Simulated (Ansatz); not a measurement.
Potential energy curve for SMILES [CH3][Mn](<-[C-]#[O+])(<-[C-]#[O+])(<-[C-]#[O+])(<-[C-]#[O+])<-[C-]#[O+]. The C2–O15 bond (C2 also carries Mn; O15 carries nothing else) is pulled apart rigidly from the PBE0/def2-SVP optimised geometry.

- RKS-PBE = Ansatz (a first-principles code) with restricted PBE/def2-SVP
- UKS-PBE = unrestricted PBE/def2-SVP (Ansatz)
- RKS-PBE0 = restricted PBE0/def2-SVP in Ansatz
- UKS-PBE0 = unrestricted PBE0/def2-SVP run with Ansatz

Energies relative to the lowest point of each curve near equilibrium, in kcal/mol; the last columns give the difference from UKS-PBE0:

```json
[
 {"R / Å": "0.94", "RKS-PBE": "99.9", "UKS-PBE": "99.9", "RKS-PBE0": "91.0", "UKS-PBE0": "91.0", "RKS-PBE − UKS-PBE0": "8.9", "UKS-PBE − UKS-PBE0": "8.9", "RKS-PBE0 − UKS-PBE0": "0.0"},
 {"R / Å": "1.00", "RKS-PBE": "44.5", "UKS-PBE": "44.5", "RKS-PBE0": "38.1", "UKS-PBE0": "38.1", "RKS-PBE − UKS-PBE0": "6.4", "UKS-PBE − UKS-PBE0": "6.4", "RKS-PBE0 − UKS-PBE0": "0.0"},
 {"R / Å": "1.07", "RKS-PBE": "11.3", "UKS-PBE": "11.3", "RKS-PBE0": "8.0", "UKS-PBE0": "8.0", "RKS-PBE − UKS-PBE0": "3.3", "UKS-PBE − UKS-PBE0": "3.3", "RKS-PBE0 − UKS-PBE0": "0.0"},
 {"R / Å": "1.10", "RKS-PBE": "4.4", "UKS-PBE": "4.4", "RKS-PBE0": "2.4", "UKS-PBE0": "2.4", "RKS-PBE − UKS-PBE0": "2.0", "UKS-PBE − UKS-PBE0": "2.0", "RKS-PBE0 − UKS-PBE0": "0.0"},
 {"R / Å": "1.14", "RKS-PBE": "0.2", "UKS-PBE": "0.2", "RKS-PBE0": "0.0", "UKS-PBE0": "0.0", "RKS-PBE − UKS-PBE0": "0.2", "UKS-PBE − UKS-PBE0": "0.2", "RKS-PBE0 − UKS-PBE0": "0.0"},
 {"R / Å": "1.17", "RKS-PBE": "0.0", "UKS-PBE": "0.0", "RKS-PBE0": "1.2", "UKS-PBE0": "1.2", "RKS-PBE − UKS-PBE0": "-1.2", "UKS-PBE − UKS-PBE0": "-1.2", "RKS-PBE0 − UKS-PBE0": "0.0"},
 {"R / Å": "1.23", "RKS-PBE": "5.3", "UKS-PBE": "5.3", "RKS-PBE0": "9.1", "UKS-PBE0": "9.1", "RKS-PBE − UKS-PBE0": "-3.8", "UKS-PBE − UKS-PBE0": "-3.8", "RKS-PBE0 − UKS-PBE0": "0.0"},
 {"R / Å": "1.29", "RKS-PBE": "15.8", "UKS-PBE": "15.8", "RKS-PBE0": "22.3", "UKS-PBE0": "22.3", "RKS-PBE − UKS-PBE0": "-6.4", "UKS-PBE − UKS-PBE0": "-6.4", "RKS-PBE0 − UKS-PBE0": "0.0"},
 {"R / Å": "1.39", "RKS-PBE": "39.9", "UKS-PBE": "39.9", "RKS-PBE0": "50.5", "UKS-PBE0": "50.5", "RKS-PBE − UKS-PBE0": "-10.6", "UKS-PBE − UKS-PBE0": "-10.6", "RKS-PBE0 − UKS-PBE0": "0.0"},
 {"R / Å": "1.52", "RKS-PBE": "75.5", "UKS-PBE": "75.5", "RKS-PBE0": "91.1", "UKS-PBE0": "91.1", "RKS-PBE − UKS-PBE0": "-15.6", "UKS-PBE − UKS-PBE0": "-15.6", "RKS-PBE0 − UKS-PBE0": "0.0"},
 {"R / Å": "1.66", "RKS-PBE": "112.8", "UKS-PBE": "112.8", "RKS-PBE0": "133.0", "UKS-PBE0": "133.0", "RKS-PBE − UKS-PBE0": "-20.2", "UKS-PBE − UKS-PBE0": "-20.2", "RKS-PBE0 − UKS-PBE0": "0.0"},
 {"R / Å": "1.85", "RKS-PBE": "157.1", "UKS-PBE": "157.1", "RKS-PBE0": "181.6", "UKS-PBE0": "181.6", "RKS-PBE − UKS-PBE0": "-24.6", "UKS-PBE − UKS-PBE0": "-24.6", "RKS-PBE0 − UKS-PBE0": "0.0"},
 {"R / Å": "2.10", "RKS-PBE": "201.9", "UKS-PBE": "201.7", "RKS-PBE0": "228.3", "UKS-PBE0": "221.4", "RKS-PBE − UKS-PBE0": "-19.5", "UKS-PBE − UKS-PBE0": "-19.7", "RKS-PBE0 − UKS-PBE0": "6.9"},
 {"R / Å": "2.39", "RKS-PBE": "237.5", "UKS-PBE": "226.3", "RKS-PBE0": "260.0", "UKS-PBE0": "235.9", "RKS-PBE − UKS-PBE0": "1.6", "UKS-PBE − UKS-PBE0": "-9.6", "RKS-PBE0 − UKS-PBE0": "24.1"},
 {"R / Å": "2.79", "RKS-PBE": "265.7", "UKS-PBE": "237.4", "RKS-PBE0": "280.1", "UKS-PBE0": "241.9", "RKS-PBE − UKS-PBE0": "23.8", "UKS-PBE − UKS-PBE0": "-4.4", "RKS-PBE0 − UKS-PBE0": "38.2"},
 {"R / Å": "3.30", "RKS-PBE": "281.5", "UKS-PBE": "242.5", "RKS-PBE0": "290.7", "UKS-PBE0": "244.6", "RKS-PBE − UKS-PBE0": "37.0", "UKS-PBE − UKS-PBE0": "-2.1", "RKS-PBE0 − UKS-PBE0": "46.2"}
]
```

RKS-PBE is furthest from UKS-PBE0 at 3.30 (37.0 kcal/mol, above); its mean absolute difference over the points is 11.6 kcal/mol.

UKS-PBE is furthest from UKS-PBE0 at 1.85 (-24.6 kcal/mol, below); its mean absolute difference over the points is 8.7 kcal/mol.

RKS-PBE0 is furthest from UKS-PBE0 at 3.30 (46.2 kcal/mol, above); its mean absolute difference over the points is 7.2 kcal/mol.

The restricted form behind RKS-PBE, RKS-PBE0 keeps the bonding electrons paired and can't separate into open-shell fragments. The unrestricted determinant behind UKS-PBE, UKS-PBE0 is spin-contaminated at 2.10 to 3.30 Å (<S²> up to 1.0, against 0.00 for a pure singlet).
